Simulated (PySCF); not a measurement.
dimethyl thioether (C2H6S), singlet, at a GFN2-xTB geometry. Base run: PySCF with B3LYP/3-21G.

Geometry (Å):
```xyz
9

C     -0.0079     1.3774    -0.5136
S      0.0025    -0.0023     0.6648
C      0.0039    -1.3738    -0.5233
H     -0.0095     2.2920     0.0694
H      0.8837     1.3324    -1.1333
H     -0.9037     1.3248    -1.1265
H      0.0100    -2.2924     0.0532
H     -0.8924    -1.3245    -1.1358
H      0.8950    -1.3168    -1.1426
```
Charge 0, spin multiplicity 1.
All else is at PySCF's defaults.
Base energy -475.61710 Eh.

Each row names what was changed in the base input (with any setting that the change needs).

```json
[
 {"change": "base", "ΔE vs base (µEh)": "0.0", "SCF cycles": "8"},
 {"change": "solver = newton; init_guess = 1e", "ΔE vs base (µEh)": "0.0", "SCF cycles": "-"},
 {"change": "conv_tol = 1e-6", "ΔE vs base (µEh)": "0.0", "SCF cycles": "6"},
 {"change": "diis_space = 2", "ΔE vs base (µEh)": "0.0", "SCF cycles": "15"},
 {"change": "diis = off; damp = 0.6 (with mf.diis_start_cycle = 200; with mf.max_cycle = 150)", "ΔE vs base (µEh)": "0.0", "SCF cycles": "17"},
 {"change": "conv_tol = 1e-7", "ΔE vs base (µEh)": "0.0", "SCF cycles": "7"},
 {"change": "DIIS = EDIIS", "ΔE vs base (µEh)": "0.0", "SCF cycles": "50"},
 {"change": "diis_space = 4", "ΔE vs base (µEh)": "0.0", "SCF cycles": "8"},
 {"change": "level_shift = 0.3 (with mf.max_cycle = 100)", "ΔE vs base (µEh)": "0.0", "SCF cycles": "11"},
 {"change": "diis_space = 20", "ΔE vs base (µEh)": "0.0", "SCF cycles": "8"},
 {"change": "diis_space = 12", "ΔE vs base (µEh)": "0.0", "SCF cycles": "8"},
 {"change": "conv_tol = 1e-12", "ΔE vs base (µEh)": "0.0", "SCF cycles": "9"},
 {"change": "conv_tol = 1e-11", "ΔE vs base (µEh)": "0.0", "SCF cycles": "9"}
]
```
